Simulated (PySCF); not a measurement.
`F/C=C/N1CCCC1`, C$_{6}$H$_{10}$FN

Geometry (Å), atoms numbered from 1 in this order:
```xyz
18

F     3.9686    0.6262   -0.0793
C     2.6207    0.7917    0.0179
C     1.8132   -0.2308   -0.2586
N     0.4551   -0.2270   -0.1604
C    -0.3101    0.9902    0.0130
C    -1.7215    0.6311   -0.4604
C    -1.7684   -0.8879   -0.3009
C    -0.3543   -1.2978   -0.6978
H     2.3556    1.7823    0.3420
H     2.2506   -1.1740   -0.5546
H     0.1212    1.8135   -0.5677
H    -0.3042    1.2802    1.0712
H    -1.8433    0.8948   -1.5117
H    -2.4921    1.1389    0.1154
H    -2.5291   -1.3543   -0.9226
H    -1.9518   -1.1505    0.7410
H    -0.2655   -1.3631   -1.7932
H    -0.0532   -2.2570   -0.2698
```

Computed, not measured: TDDFT CAM-B3LYP/def2-SVPD excited states, vertical, gas phase (PySCF 2.14.0). Geometry: GFN2-xTB.

(1) How strongly do the lowest singlets absorb one photon, and two photons of half the energy?

Results:

(1) δ for parallel linear polarisation; σ at the peak of a Lorentzian of half width 0.1 eV, single beam; Ω is circular over linear.
| state | E (eV) | f | photon λ (nm) | δ (au) | σ (GM) | Ω | main |
| --- | --- | --- | --- | --- | --- | --- | --- |
| S1 | 5.23 | 0.034 | 475 | 35 | 0.35 | 0.88 | HOMO→LUMO 0.83, HOMO→LUMO+3 0.08 |
| S2 | 5.67 | 0.008 | 437 | 108 | 1.27 | 1.46 | HOMO→LUMO+1 0.59, HOMO→LUMO+4 0.18 |
| S3 | 5.86 | 0.293 | 423 | 25.3 | 0.32 | 1.12 | HOMO→LUMO+2 0.55, HOMO→LUMO+1 0.16 |
| S4 | 6.13 | 0.026 | 404 | 72.7 | 1.00 | 1.31 | HOMO→LUMO+3 0.60, HOMO→LUMO+6 0.11 |
| S5 | 6.39 | 0.002 | 388 | 80.3 | 1.20 | 1.26 | HOMO→LUMO+5 0.26, HOMO→LUMO+4 0.19 |

Among these, the strongest one-photon state is S3, the strongest two-photon state S2, with a dipole change of 2.2 D (relaxed, norm of the difference vector).
